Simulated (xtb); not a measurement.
xtb input (GFN1-xTB):

```bash
xtb mol.xyz --gfn 1 --opt tight --chrg 1 --uhf 0
```
mol.xyz:
```
4

Mo     0.25311714     0.05364568     0.34276854
O      1.52642633    -0.74755070    -0.34803102
O     -0.54175153    -1.09331703     1.23332807
Cl    -1.08872461     0.73375431    -1.26345029
```

Output:

```
           -------------------------------------------------
          |                Calculation Setup                |
           -------------------------------------------------

           -------------------------------------------------
          |                 G F N 1 - x T B                 |
           -------------------------------------------------

        Reference                      10.1021/acs.jctc.7b00118
      * Hamiltonian:
        H0-scaling (s, p, d)           1.850000    2.250000    2.000000
        zeta-weighting                 0.000000
      * Dispersion:
        s8                             2.400000
        a1                             0.630000
        a2                             5.000000
        s9                             0.000000
      * Repulsion:
        kExp                           1.500000
        rExp                           1.000000
      * Coulomb:
        alpha                          2.000000
        third order                    atomic
        anisotropic                    false
      * Halogen bond correction:
        rad-scale                      1.300000
        damping                        0.440000

          ...................................................
          :                      SETUP                      :
          :.................................................:
          :  # basis functions                  28          :
          :  # atomic orbitals                  26          :
          :  # shells                           10          :
          :  # electrons                        24          :
          :  # halogen bonds                     2          :
          :  max. iterations                   250          :
          :  Hamiltonian                  GFN1-xTB          :
          :  restarted?                      false          :
          :  GBSA solvation                  false          :
          :  PC potential                    false          :
          :  electronic temp.          300.0000000     K    :
          :  accuracy                    1.0000000          :
          :  -> integral cutoff          0.2500000E+02      :
          :  -> integral neglect         0.1000000E-07      :
          :  -> SCF convergence          0.1000000E-05 Eh   :
          :  -> wf. convergence          0.2000000E-04 e    :
          :  Broyden damping             0.4000000          :
          :  net charge                          1          :
          :  unpaired electrons                  0          :
          ...................................................

 iter      E             dE          RMSdq      gap      omega  full diag
   1    -15.1471728 -0.151472E+02  0.129E+01    2.99       0.0  T
   2    -15.2852532 -0.138080E+00  0.570E+00    1.96       1.0  T
   3    -15.3330057 -0.477525E-01  0.441E+00    2.68       1.0  T
   4    -15.3459087 -0.129030E-01  0.772E-01    2.48       1.0  T
   5    -15.3480793 -0.217062E-02  0.927E-02    2.54       1.0  T
   6    -15.3480385  0.408489E-04  0.143E-01    2.55       1.0  T
   7    -15.3480905 -0.520501E-04  0.655E-04    2.54      76.4  T
[...]
         :::::::::::::::::::::::::::::::::::::::::::::::::::::
         :: total energy             -15.277839767850 Eh    ::
         :: gradient norm              0.000470705649 Eh/a0 ::
         :: HOMO-LUMO gap              2.319730229262 eV    ::
         ::.................................................::
         :: SCC energy               -15.368098732712 Eh    ::
         :: -> electrostatic           0.364981742784 Eh    ::
         :: repulsion energy           0.091646512247 Eh    ::
         :: dispersion energy         -0.001387547385 Eh    ::
         :: halogen bond corr.         0.000000000000 Eh    ::
         :: add. restraining           0.000000000000 Eh    ::
         :: total charge               1.000000000000 e     ::
         :::::::::::::::::::::::::::::::::::::::::::::::::::::

           -------------------------------------------------
          |                Property Printout                |
           -------------------------------------------------

    * Orbital Energies and Occupations

         #    Occupation            Energy/Eh            Energy/eV
      -------------------------------------------------------------
         1        2.0000           -1.2115688             -32.9685
         2        2.0000           -0.9967661             -27.1234
         3        2.0000           -0.9803348             -26.6763
         4        2.0000           -0.7893053             -21.4781
         5        2.0000           -0.7767081             -21.1353
         6        2.0000           -0.7722579             -21.0142
         7        2.0000           -0.7719864             -21.0068
         8        2.0000           -0.7670978             -20.8738
         9        2.0000           -0.7381303             -20.0855
        10        2.0000           -0.7336922             -19.9648
        11        2.0000           -0.7305928             -19.8804
        12        2.0000           -0.7195346             -19.5795 (HOMO)
        13                         -0.6342861             -17.2598 (LUMO)
        14                         -0.5758941             -15.6709
        15                         -0.5195921             -14.1388
        16                         -0.4646800             -12.6446
        17                         -0.4587183             -12.4824
        18                         -0.3762506             -10.2383
        19                         -0.3330455              -9.0626
        20                         -0.3330049              -9.0615
        21                         -0.3091364              -8.4120
        22                         -0.2983744              -8.1192
        23                         -0.2842227              -7.7341
       ...                                ...                  ...
        26                          0.0787709               2.1435
      -------------------------------------------------------------
                  HL-Gap            0.0852485 Eh            2.3197 eV
             Fermi-level           -0.6769104 Eh          -18.4197 eV

  Mulliken/CM5 charges         n(s)   n(p)   n(d)
     1Mo    2.10214  2.69928   0.699  1.047  2.152
     2O    -0.58572 -0.83778   1.673  4.913  0.000
     3O    -0.58572 -0.83778   1.673  4.913  0.000
     4Cl    0.06930 -0.02371   1.870  5.073 -0.013

Wiberg/Mayer (AO) data.
largest (>0.10) Wiberg bond orders for each atom

 ---------------------------------------------------------------------------
     #   Z sym  total        # sym  WBO       # sym  WBO       # sym  WBO
 ---------------------------------------------------------------------------
Note: The following floating-point exceptions are signalling: IEEE_DENORMAL
normal termination of xtb
     1  42 Mo   5.775 --     2 O    2.092     3 O    2.092     4 Cl   1.591
     2   8 O    2.264 --     1 Mo   2.092
     3   8 O    2.264 --     1 Mo   2.092
     4  17 Cl   1.740 --     1 Mo   1.591
 ---------------------------------------------------------------------------

Topologies differ in total number of bonds
Writing topology from bond orders to xtbtopo.mol

 dipole moment from electron density (au)
     X       Y       Z
  -0.1526   2.4912   0.3451  total (Debye):    6.404

           -------------------------------------------------
          |                Geometry Summary                 |
           -------------------------------------------------

      molecular mass/u    :      163.4115360
   center of mass at/Å    :       -0.0027416      -0.0717136      -0.0192659
  moments of inertia/u·Å² :        0.7118175E+02   0.1628218E+03   0.2226790E+03
rotational constants/cm⁻¹ :        0.2368252E+00   0.1035343E+00   0.7570373E-01

 * 3 selected distances

     #   Z          #   Z                                           value/Å
     1  42 Mo       2   8 O                                       1.6385294
     1  42 Mo       3   8 O                                       1.6385294 (min)
     1  42 Mo       4  17 Cl                                      2.1535827 (max)

 * 2 distinct bonds (by element types)

   Z      Z             #   av. dist./Å        max./Å        min./Å
   8 O   42 Mo          2     1.6385294     1.6385294     1.6385294
  17 Cl  42 Mo          1     2.1535827     2.1535827     2.1535827

optimized geometry written to: xtbopt.xyz

           -------------------------------------------------
          | TOTAL ENERGY              -15.277839767850 Eh   |
          | GRADIENT NORM               0.000470705649 Eh/α |
          | HOMO-LUMO GAP               2.319730229262 eV   |
           -------------------------------------------------

------------------------------------------------------------------------
------------------------------------------------------------------------
 total:
 SCF:
 ANC optimizer:
```
